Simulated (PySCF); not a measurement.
CH6AlN.

```xyz
9

Al     0.1172    -1.2272     0.0000
H     -0.9370    -2.4009     0.0000
H      1.6833    -1.4204     0.0000
N     -0.5050     0.4311     0.0000
C      0.2366     1.6844     0.0000
H     -1.5035     0.5866     0.0000
H      0.0204     2.2928    -0.8847
H      0.0204     2.2928     0.8847
H      1.3081     1.4777     0.0000
```
Charge 0, spin multiplicity 1.

Geometry: B3LYP-D3(BJ)/def2-TZVP.

Method: B3LYP/pcSseg-1 in PySCF. Non-relativistic, no solvent.

Question: Give the absolute GIAO shielding of each atom: isotropic value and principal components (ppm). (An estimate is asked for; the answer gives what the named calculation found.)

Answer: 
| atom | σ(iso) | σ11 | σ22 | σ33 | span |
|---|---|---|---|---|---|
| Al1 | 352.2 | 337.9 | 356.3 | 362.3 | 24.3 |
| H2 | 27.3 | 24.5 | 25.0 | 32.3 | 7.8 |
| H3 | 27.1 | 24.8 | 25.3 | 31.3 | 6.6 |
| N4 | 177.7 | 94.9 | 216.1 | 222.1 | 127.2 |
| C5 | 145.1 | 119.1 | 136.3 | 179.9 | 60.9 |
| H6 | 29.5 | 23.3 | 29.1 | 36.1 | 12.8 |
| H7 | 28.7 | 23.9 | 26.8 | 35.3 | 11.4 |
| H8 | 28.7 | 23.9 | 26.8 | 35.3 | 11.4 |
| H9 | 28.6 | 25.2 | 27.6 | 33.1 | 7.9 |
